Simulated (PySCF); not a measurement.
GeBr3, SMILES [Br][Ge]([Br])[Br], multiplicity 2.

Geometry: ωB97X-D3(BJ)/def2-SVP.

Two levels are set side by side: PBE/def2-TZVP (PySCF) and ωB97X/def2-TZVP (PySCF). Same geometry, gas phase. Differences are taken from unrounded values.

```tsv
quantity	PBE
α-spin orbital gap (eV)	3.85
β-spin orbital gap (eV)	2.04
dipole moment (D)	0.74
mean polarisability (bohr³)	95.3
```

Task: These are the PBE values. What does ωB97X give? (Estimate from the structure and the level; the computed values follow.)

Result: 
| quantity | ωB97X | PBE minus ωB97X |
|---|---|---|
| α-spin orbital gap (eV) | 9.86 | -6.00 |
| β-spin orbital gap (eV) | 8.01 | -5.97 |
| dipole moment (D) | 0.87 | -0.13 |
| mean polarisability (bohr³) | 91.2 | 4.1 |

PBE's more diffuse valence density responds more strongly to a field. Differences between two approximate levels are no errors against the true value.

Rough cost on one machine, each run with all the roots and properties that it gave: ωB97X against PBE within a factor of 2.
